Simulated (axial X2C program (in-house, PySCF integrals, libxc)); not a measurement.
**Testing model relations on AsH⁺**

A bond curve at the CCSD(T) level, two-component, was computed with an in-house relativistic program for diatomic molecules (basis As dyall-cv3z [9s9p6d4f1g], H dyall-v3z [6s2p1d] (cores contracted in-house)) for the state Ω = 1/2 (⟨Sz⟩ = -0.50, ⟨Lz⟩ = 1.00 at HF). Its fit gives Re = 1.5310 Å, ωe = 2182.3 cm⁻¹, ωexe = 37.3 cm⁻¹ and αe = 1.994e-01 cm⁻¹; the masses are 74.9216 and 1.0078 u. Two-component means X2C with spin–orbit coupling and atomic mean-field Coulomb and Gaunt terms.

Correlated methods: 5 electrons correlated (number of frozen shells: As 3 s, 2 p, 1 d; H none), 165 virtual spin orbitals or spinors in MP2, 69 natural virtuals in coupled cluster.

Problem. Find the reduced mass, Be and the force constant.

Solution. From the CCSD(T) values: μ = 0.9944 u. Be = 16.8576/(μ Re²) = 7.232 cm⁻¹. k = 5.8918×10⁻⁷ μ ωe² = 2.79 mdyn/Å.

Problem. Estimate the centrifugal constant by the Kratzer relation.

Solution. D = 4Be³/ωe² = 3.18e-04 cm⁻¹.

Problem. Scale the constants to the deuteride (D 2.0141 u) within the Born–Oppenheimer picture.

Solution. ρ = √(μH/μD) = 0.7120; ωe = 1553.9, ωexe = 18.9, Be = 3.667 cm⁻¹; the zero-point energy falls by 310 cm⁻¹.

Problem. Where do the fundamental and the first overtone lie?

Solution. ν(1←0) = ωe − 2ωexe = 2107.7 cm⁻¹; ν(2←0) = 2ωe − 6ωexe = 4140.8 cm⁻¹.

Problem. A Morse curve ties αe to the other constants (Pekeris). How well does that hold?

Solution. αe(Morse) = 6Be²/ωe × (√(ωexe/Be) − 1) = 1.828e-01 cm⁻¹; the CCSD(T) curve gives 1.994e-01 cm⁻¹, a ratio of 0.92.

The state is one determinant whose occupation by symmetry is held fixed; it was picked as the lowest of a PBE0 search that is not exhaustive. CCSD and (T) use frozen natural virtuals with an MP2 correction for the truncation; (T) itself is uncorrected, so its De runs slightly low.
